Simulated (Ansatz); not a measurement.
Reaction (cleavage of the Si–Si bond): `F[SiH]([SiH3])I` + H₂S → `F[SiH](S)I` + SiH₄

Gas-phase electronic energies from Ansatz, PBE0-D4/def2-TZVP geometries. CCSD(T)/CBS is the MP2 limit (def2-TZVPP, def2-QZVPP) plus CCSD(T) − MP2 in def2-TZVPP, frozen cores. This one scheme is used for every species. Functionals use def2-TZVPP. Elements past krypton have def2 core potentials. For I outer-core shells are correlated without core-valence functions, which leaves a few kJ/mol of doubt a bond. Each species was taken in one conformer, which may not be the lowest.

| level | ΔE (kcal/mol) |
| --- | --- |
| PBE0-D4 | -14.2 |
| PBE-QIDH | -15.9 |
| BLYP | -14.4 |
| r2SCAN0 | -15.8 |
| HF/def2-SVP | -15.8 |
| SCS-MP2/def2-TZVPP | -17.1 |
| MP2/def2-QZVPP | -17.7 |
| MP2/CBS(def2) | -17.8 |

Q: What does CCSD(T)/CBS give? (An estimate is asked.)

A: Computed: -15.5 kcal/mol. The listed levels differ from it by 1.3, -0.4, 1.1, -0.3, -0.3, -1.6, -2.2, -2.3 kcal/mol.

Largest T1 diagnostic among the species: 0.011.

Leaving LDA and LC-ωPBE aside and taking each functional with its dispersion term where it has one, the values, not all of them listed here, spread over 3.0 kcal/mol, from ωB97M-V to PBE-D4. From BLYP to BHLYP (50 % exact exchange), in def2-TZVPP and without D4, ΔE moves by −1.5 kcal/mol.

CCSD(T)/CBS has its own doubt, a few kJ/mol and more with outer-core shells, so smaller differences from it don't rank the levels.
